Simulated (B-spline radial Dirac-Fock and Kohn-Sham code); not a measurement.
**How the settings move the core levels of Pm²⁺**

ΔSCF core binding energies without Breit or QED terms, calculated with a radial B-spline solver. Keys: rel is the Hamiltonian (dirac, or spin-free x2c and nr, where L3 and M5 stand for the whole 2p and 3d shells), method is hf or an exchange,correlation pair (spin-unpolarised, also for the hole states), nuc the nuclear model, radius_factor scales its radius, rmax is the box in bohr, h the logarithmic mesh step, order the B-spline order, points the quadrature points per cell, c_factor scales the speed of light, and damp, ndamp, maxit and tol steer the iteration. The run stops when the commutator error falls below 10·tol·max(1, Z/10), or the numerical noise floor, and the energy has settled to about 1e-8 Ha; the virial ratio is −V/T.

Base input:

```json
{"items": [{"Z": 61, "q": 2, "cfg": [[1, 0, 2], [2, 0, 2], [2, 1, 6], [3, 0, 2], [3, 1, 6], [3, 2, 10], [4, 0, 2], [4, 1, 6], [4, 2, 10], [4, 3, 5], [5, 0, 2], [5, 1, 6]], "A": 145, "rrms": 4.962, "do": "settings", "holes": ["K", "L3", "M5"],
  "settings": [{"rel": "dirac", "method": "hf", "nuc": "fermi", "radius_factor": 1.0, "rmax": 45.0, "h": 0.3, "order": 8, "points": 10, "c_factor": 1.0, "maxit": 60, "damp": 0.5, "ndamp": 3, "tol": 1e-08}]}]}
```

The ground state converged in 11 iterations, with total energy -10021.55001 Ha, virial ratio 1.92494 and highest orbital energy -23.23 eV. ΔSCF binding energies: K (1s) 45385.6 eV, L3 (2p3/2) 6492.4 eV, M5 (3d5/2) 1048.0 eV.

Changes from the base run:

```csv
changed setting,Δ total energy (Ha),Δ K (eV),Δ L3 (eV),Δ M5 (eV),iterations
tol = 0.0001,0.00000,0.00,0.00,0.00,10
rel = "nr",+367.20285,-2426.10,-6.72,+22.44,11
"method = "pbe,pbe"; radius_factor = 2.0; rmax = 60.0",-2.92261,+16.99,-28.80,-6.25,10
damp = 0.2,0.00000,0.00,0.00,0.00,14
h = 0.4,+0.00643,0.00,0.00,+0.01,11
c_factor = 2.0,?,?,?,?,?
"method = "pbe,pbe"; rmax = 60.0; h = 0.4",-4.35805,+33.43,-28.89,-6.25,11
```

**Question.** What does the change c_factor = 2.0 do?

**Answer.** The total energy moves by +282.27058 Ha and the binding energies by K -1868.30 eV, L3 -4.19 eV, M5 +17.03 eV; the run takes 11 iterations.
